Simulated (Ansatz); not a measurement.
Stepwise reaction of `[F][Sn]([F])([F])[F]` with ammonia, as a gas-phase model of exchange steps in deposition or etching. ΔE in kJ/mol.

Program: Ansatz. Geometries: PBE0-D4/def2-TZVP. ΔE: electronic, gas phase. CCSD(T)/CBS is the MP2 limit (def2-TZVPP, def2-QZVPP) plus CCSD(T) − MP2 in def2-TZVPP, frozen cores. This one scheme is used for every species. Functionals use def2-TZVPP. B3LYP here is the variant with VWN-RPA as its local correlation; programs differ in this. Elements past krypton have def2 core potentials. For Sn outer-core shells are correlated without core-valence functions, which leaves a few kJ/mol of doubt a bond. Each species was taken in one conformer, which may not be the lowest.

```tsv
step	reaction	PBE-D4	B3LYP-D4	ωB97M-V	CCSD(T)/CBS
1	`[F][Sn]([F])([F])[F]` + NH₃ → `[NH2][Sn]([F])([F])[F]` + H–F	23.7	24.0	23.9	18.4
2	`[NH2][Sn]([F])([F])[F]` + NH₃ → `[NH2][Sn]([NH2])([F])[F]` + H–F	37.7	38.8	37.7	32.3
4	`[NH2][Sn]([NH2])([NH2])[F]` + NH₃ → `[NH2][Sn]([NH2])([NH2])[NH2]` + H–F	72.5	74.4	72.4	63.8
```

Problem. Give the row of step 3, `[NH2][Sn]([NH2])([F])[F]` + NH₃ → `[NH2][Sn]([NH2])([NH2])[F]` + H–F. (An estimate is asked.)

Solution. Computed: 
| step | reaction | PBE-D4 | B3LYP-D4 | ωB97M-V | CCSD(T)/CBS |
| --- | --- | --- | --- | --- | --- |
| 3 | `[NH2][Sn]([NH2])([F])[F]` + NH₃ → `[NH2][Sn]([NH2])([NH2])[F]` + H–F | 57.0 | 59.6 | 57.7 | 51.6 |

Problem. By hand: ΔE of the 4 steps together at CCSD(T)/CBS.

Solution. (18.4) + (32.3) + (51.6) + (63.8) = 166.1 kJ/mol, or 41.5 kJ/mol a step.

In ΔE each step is higher than the one before. All are uphill at CCSD(T)/CBS. PBE-D4 differs from CCSD(T)/CBS by 5.3 to 8.7 kJ/mol a step. Isolated molecules leave out the surface, adducts and barriers. Largest T1 diagnostic: 0.015.
